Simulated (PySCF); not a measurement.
PySCF 2.14 output of an unrestricted B97-3 calculation on a single atom or ion in ANO-RCC-VTZP, with scalar relativity by spin-free X2C-1e:

```
SCF conv_tol = 1e-09
number electrons alpha = 34  beta = 28
    T. W. Keal and D. J. Tozer.,  J. Chem. Phys. 123, 121103 (2005)
cycle= 1 E= -10425.6924653829  delta_E= -0.0152  |g|= 0.0624  |ddm|= 0.231
cycle= 2 E= -10425.6931006604  delta_E= -0.000635  |g|= 0.0435  |ddm|= 0.0613
cycle= 3 E= -10425.693492182  delta_E= -0.000392  |g|= 0.0116  |ddm|= 0.0315
cycle= 4 E= -10425.6936757577  delta_E= -0.000184  |g|= 0.00449  |ddm|= 0.0368
cycle= 5 E= -10425.6938432404  delta_E= -0.000167  |g|= 0.00342  |ddm|= 0.045
cycle= 6 E= -10425.6940782705  delta_E= -0.000235  |g|= 0.00118  |ddm|= 0.129
cycle= 7 E= -10425.6940815838  delta_E= -3.31e-06  |g|= 0.000481  |ddm|= 0.00901
cycle= 8 E= -10425.6940826565  delta_E= -1.07e-06  |g|= 0.000418  |ddm|= 0.00276
cycle= 9 E= -10425.694084037  delta_E= -1.38e-06  |g|= 0.000403  |ddm|= 0.00287
cycle= 10 E= -10425.6940872634  delta_E= -3.23e-06  |g|= 0.000393  |ddm|= 0.00756
cycle= 11 E= -10425.6940955825  delta_E= -8.32e-06  |g|= 0.000313  |ddm|= 0.025
cycle= 12 E= -10425.6941003057  delta_E= -4.72e-06  |g|= 0.000196  |ddm|= 0.0226
cycle= 13 E= -10425.6941012146  delta_E= -9.09e-07  |g|= 0.000124  |ddm|= 0.00643
cycle= 14 E= -10425.6941024549  delta_E= -1.24e-06  |g|= 7.47e-05  |ddm|= 0.0178
cycle= 15 E= -10425.6941025334  delta_E= -7.85e-08  |g|= 2.01e-05  |ddm|= 0.00426
cycle= 16 E= -10425.6941025343  delta_E= -9.82e-10  |g|= 1.13e-05  |ddm|= 0.000285
converged SCF energy = -10425.6941025343  <S^2> = 12.13416  2S+1 = 7.038227
```

The run itself started from symmetry-adapted Hartree-Fock orbitals and held the occupation by maximum overlap, on a logarithmic radial grid, so the iterations belong to that start.

Question: Which element, charge and spin multiplicity is this?

Answer: Sm (samarium, neutral), multiplicity 7; the state was [Xe] 4f5 5d1 6s2, one real determinant (an excited configuration).

⟨L²⟩ = 30.45 against 56 for a pure K term, so this real determinant mixes terms. Spin-orbit coupling, absent here, splits the open shell strongly. ⟨S²⟩ = 12.13 against 12.00 shows spin contamination.
